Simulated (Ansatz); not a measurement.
```yaml
crystal:
  periodic: [false, false, false]
  atoms:
    - {symbol: Li, position_ang: [0.445691, 0.791500, -3.484924]}
    - {symbol: F, position_ang: [1.690716, -0.019573, -2.439361]}
    - {symbol: Li, position_ang: [0.912457, -1.664546, -2.732402]}
    - {symbol: F, position_ang: [-0.485391, -0.808693, -3.501469]}
    - {symbol: Li, position_ang: [-1.725880, 0.050577, -2.443861]}
    - {symbol: F, position_ang: [-0.881157, 1.639479, -2.654881]}
    - {symbol: Li, position_ang: [-0.487519, 2.471580, -1.179717]}
    - {symbol: F, position_ang: [1.163040, 2.140685, -0.463125]}
    - {symbol: Li, position_ang: [1.934418, 0.509623, -0.712181]}
    - {symbol: F, position_ang: [1.898537, -0.541328, 0.762244]}
    - {symbol: Li, position_ang: [1.128614, -2.139238, 0.476039]}
    - {symbol: F, position_ang: [0.532416, -2.395770, -1.197664]}
    - {symbol: Li, position_ang: [-1.123992, -2.140191, -0.482070]}
    - {symbol: F, position_ang: [-1.897347, -0.543132, -0.763755]}
    - {symbol: F, position_ang: [-0.527242, -2.400419, 1.190857]}
    - {symbol: Li, position_ang: [-1.935554, 0.503570, 0.713631]}
    - {symbol: F, position_ang: [-1.167648, 2.136972, 0.469252]}
    - {symbol: Li, position_ang: [0.482226, 2.469290, 1.186770]}
    - {symbol: F, position_ang: [0.877651, 1.633777, 2.659533]}
    - {symbol: Li, position_ang: [1.725781, 0.047300, 2.443997]}
    - {symbol: Li, position_ang: [-0.908895, -1.674275, 2.727596]}
    - {symbol: F, position_ang: [-1.690665, -0.030141, 2.439247]}
    - {symbol: Li, position_ang: [-0.447383, 0.780600, 3.487139]}
    - {symbol: F, position_ang: [0.487114, -0.817631, 3.499125]}
basis:
  gaussian: {orbitals: def2-TZVP, initial_orbitals: start.molden}
total_charge: 1
magnetization: {spin_polarized: true, initial_magnetization: 1}
hamiltonian: {xc: pbe0, dispersion: d4}
scf: {omitted_lower_state_checks: [starts]}
output: {orbitals: {seedname: orbitals}}
```

The file start.molden holds the orbitals of an earlier run on this structure, at another level or in another basis.

```sh
$ ansatz run in.yaml --threads 4 --pin off --events-out ev --progress --plain --max-ram 6963MiB
```

Task: Does this run fit into the memory that it is given?

Result: No. It has 540 basis functions, and Ansatz plans for 10 GiB where 7 GiB are given.
